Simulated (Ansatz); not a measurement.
Harmonic frequencies (cm⁻¹) at PBE0-D4/def2-TZVP from Ansatz: 427, 596, 596, 849, 871, 871, 2178, 2189, 2189.

Q: Which molecule is it?
A. `[Cl][GeH3]`
B. `N#[C][GeH3]`
C. `O=C=[N][GeH]([F])[Cl]`
D. `[F][Ge]([F])([F])[I]`

A: A.
